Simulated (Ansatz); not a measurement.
CHO₂ (SMILES O=[C-]O), charge -1, singlet, geometry from GFN2-xTB (a gas-phase anion, which may not be bound at this level); CASSCF(2,2)/cc-pVDZ run with Ansatz (a program for electronic structure).

Input for Ansatz:
Ansatz 0.2 input:
```yaml
crystal:
  periodic: [false, false, false]
  atoms:
    - {symbol: O, position_ang: [-1.06017647, -0.42035133, -0.00039719]}
    - {symbol: C, position_ang: [0.00193940, 0.63730099, -0.02155352]}
    - {symbol: O, position_ang: [1.13549551, 0.10277181, 0.01219052]}
    - {symbol: H, position_ang: [-0.61418871, -1.28316976, 0.03497448]}
basis:
  gaussian:
    orbitals: cc-pVDZ
hamiltonian:
  xc: hf
total_charge: -1
magnetization: {spin_polarized: false}
correlation: {active_space: {window: {electrons: 2, orbitals: 2}}}
```

Output, abridged:

```
Functional definition: HF
436 factors; integrals over basis functions are off by at most 1.4e-3 eV
mean field evaluation 1: about -5117.9128 eV, gradient 2.4e1 eV
mean field evaluation 2: about -5117.9169 eV, gradient 2.4e1 eV
mean field evaluation 4: about -5119.2455 eV, gradient 3.8e0 eV
mean field evaluation 8: about -5119.2869 eV, gradient 1.7e-1 eV
mean field -5119.28714061 eV, -188.1303324398 hartree, gradient 2.4e-6 eV, S^2 0.000000; 0 other end points of the search recorded, 0 dependent functions left out
reference -5119.28714061 eV, -188.1303324398 hartree; 12, 12 occupied and 35, 35 virtual orbitals, 436 factors
state -5119.95089545 eV, -188.1547249804 hartree
Total energy: -5119.95089545 eV, -188.1547249804 hartree
```
